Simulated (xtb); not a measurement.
C2F3, doublet, geometry from GFN2-xTB; GFN0-xTB (xtb).

Input for xtb:
```
$ xtb mol.xyz --gfn 0 --uhf 1 --hess --json

# file mol.xyz
5

F      1.31800223     0.00739748     1.48618006
C      0.37902913    -0.50068481     0.73883781
C     -0.29049288    -0.06439612    -0.28868255
F     -0.15535228     1.13519605    -0.87886147
F     -1.22167412    -0.76587291    -0.90742210
```

Q: What does xtb print? Leave out banner, timings and long lists.

A: 
```
   ID    Z sym.   atoms
    1    9 F      1, 4, 5
    2    6 C      2, 3

           -------------------------------------------------
          |                Calculation Setup                |
           -------------------------------------------------

           -------------------------------------------------
          |                 G F N 0 - x T B                 |
           -------------------------------------------------

          ...................................................
          :                      SETUP                      :
          :.................................................:
          :  # basis functions                  20          :
          :  # atomic orbitals                  20          :
          :  # shells                           10          :
          :  # electrons                        29          :
          :  electronic temp.          300.0000000     K    :
          :  accuracy                    1.0000000          :
          :  -> integral cutoff          0.2500000E+02      :
          :  -> integral neglect         0.1000000E-07      :
          ...................................................

         :::::::::::::::::::::::::::::::::::::::::::::::::::::
         ::                     SUMMARY                     ::
         :::::::::::::::::::::::::::::::::::::::::::::::::::::
         :: total energy             -15.683114426042 Eh    ::
         :: gradient norm              0.022814487877 Eh/a0 ::
         :: HOMO-LUMO gap              4.398556718752 eV    ::
         ::.................................................::
         :: H0 energy                -15.698463019040 Eh    ::
         :: repulsion energy           0.109129295752 Eh    ::
         :: electrostat energy        -0.054462305678 Eh    ::
         :: -> Gsolv                   0.000000000000 Eh    ::
         ::    -> Gsasa                0.000000000000 Eh    ::
         ::    -> Gshift               0.000000000000 Eh    ::
         :: dispersion energy         -0.000833377876 Eh    ::
         :: short-range corr.         -0.038485019200 Eh    ::
         :: add. restraining           0.000000000000 Eh    ::
         :: total charge               0.000000000000 e     ::
         :::::::::::::::::::::::::::::::::::::::::::::::::::::

           -------------------------------------------------
          |                Numerical Hessian                |
           -------------------------------------------------
step length          :   0.00500
SCC accuracy         :   0.30000
Hessian scale factor :   1.00000
frozen atoms in %    :   0.00000    0
RMS gradient         :   0.02281 !! INCOMPLETELY OPTIMIZED GEOMETRY !!
estimated CPU  time      0.00 min

writing file <hessian>.

 projected vibrational frequencies (cm⁻¹)
eigval :       -0.00    -0.00     0.00     0.00     0.00     0.00
eigval :     -140.96   173.22   339.57   387.27   490.50   922.38
eigval :     1185.08  1301.98  1794.33
           -------------------------------------------------
          |                Property Printout                |
           -------------------------------------------------

    * Orbital Energies and Occupations

         #    Occupation            Energy/Eh            Energy/eV
      -------------------------------------------------------------
         1        2.0000           -0.8280675             -22.5329
       ...           ...                  ...                  ...
         3        2.0000           -0.8105396             -22.0559
         4        2.0000           -0.6155356             -16.7496
         5        2.0000           -0.5056007             -13.7581
         6        2.0000           -0.4958223             -13.4920
         7        2.0000           -0.4842092             -13.1760
         8        2.0000           -0.4833815             -13.1535
         9        2.0000           -0.4576273             -12.4527
[...]
   1:  0.00   2:  0.00   3:  0.00   4:  0.00   5:  0.00   6:  0.00   7:  0.00   8:  0.00
   9:  0.00  10:  0.00  11:  0.00  12:  0.00  13:  0.00  14:  0.00  15:  0.00
 output can be read by thermo (or use thermo option).
 writing <g98.out> molden fake output.
 recommended (thermochemical) frequency scaling factor: 1.0
           -------------------------------------------------
          |             Thermodynamic Functions             |
           -------------------------------------------------

cs  symmetry found (for desy threshold:  0.10E+00) used in thermo

          ...................................................
          :                      SETUP                      :
          :.................................................:
          :  # frequencies                           8      :
          :  # imaginary freq.                       1      :
          :  linear?                             false      :
          :  only rotor calc.                    false      :
          :  symmetry                               cs      :
          :  rotational number                       1      :
          :  scaling factor                  1.0000000      :
          :  rotor cutoff                   50.0000000 cm⁻¹ :
          :  imag. cutoff                  -20.0000000 cm⁻¹ :
          :.................................................:

    mode    ω/cm⁻¹     T·S(HO)/kcal·mol⁻¹    T·S(FR)/kcal·mol⁻¹   T·S(vib)
   ------------------------------------------------------------------------
       1    173.22    -0.71562 ( 99.31%)    -0.68821 (  0.69%)    -0.71543
   ------------------------------------------------------------------------

   temp. (K)  partition function   enthalpy   heat capacity  entropy
                                   cal/mol     cal/K/mol   cal/K/mol   J/K/mol
 298.15  VIB   2.91                 1010.294      7.092      5.509
         ROT  0.816E+05              888.752      2.981     25.456
         INT  0.237E+06             1899.046     10.073     30.965
         TR   0.706E+27             1481.254      4.968     39.073
         TOT                        3380.2999    15.0410    70.0378   293.0382

       T/K    H(0)-H(T)+PV         H(T)/Eh          T*S/Eh         G(T)/Eh
   ------------------------------------------------------------------------
    298.15    0.538685E-02    0.204099E-01    0.332772E-01   -0.128673E-01
   ------------------------------------------------------------------------

         :::::::::::::::::::::::::::::::::::::::::::::::::::::
         ::                  THERMODYNAMIC                  ::
         :::::::::::::::::::::::::::::::::::::::::::::::::::::
         :: total free energy         -15.695981771441 Eh   ::
         ::.................................................::
         :: total energy              -15.683114426042 Eh   ::
         :: zero point energy           0.015023024374 Eh   ::
         :: G(RRHO) w/o ZPVE           -0.027890369773 Eh   ::
         :: G(RRHO) contrib.           -0.012867345400 Eh   ::
         :::::::::::::::::::::::::::::::::::::::::::::::::::::
imag cut-off (cm-1) :    5.00
 found            1  significant imaginary frequency
 writing imag mode distorted coords to xtbhess.xyz
 for further optimization.

           -------------------------------------------------
          | TOTAL ENERGY              -15.683114426042 Eh   |
          | TOTAL ENTHALPY            -15.662704550969 Eh   |
          | TOTAL FREE ENERGY         -15.695981771441 Eh   |
          | GRADIENT NORM               0.022814487877 Eh/α |
          | HOMO-LUMO GAP               4.398556718752 eV   |
           -------------------------------------------------
########################################################################
[WARNING] Runtime exception occurred
-1- hessian_numhess: Hessian on incompletely optimized geometry!
########################################################################

normal termination of xtb
```
